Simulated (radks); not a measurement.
Mo XI, configuration [Ar] 3d10 4s2 4p2. Calculated with a radial shooting solver on a logarithmic mesh with Libxc functionals: non-relativistic Kohn-Sham, TPSS, spin-polarised, spherical densities, point nucleus; open shells are filled with parallel spins first (spin-orbit coupling, left out, can overturn this in heavy ions); meta-GGA in the generalised Kohn-Sham scheme; relativity is left out, which matters for an element this heavy.

X-ray form factor f0, the Fourier transform of the density (f0(0) = 32):

sin(theta)/lambda (1/angstrom)  f0 (electrons)
0.05                                    31.837
0.1                                     31.362
0.15                                    30.607
0.2                                     29.623
0.25                                    28.471
0.3                                     27.212
0.4                                     24.588
0.5                                     22.064
0.6                                     19.775
0.8                                     15.882
1                                       12.705
1.25                                     9.677
1.5                                      7.679
2                                        5.708
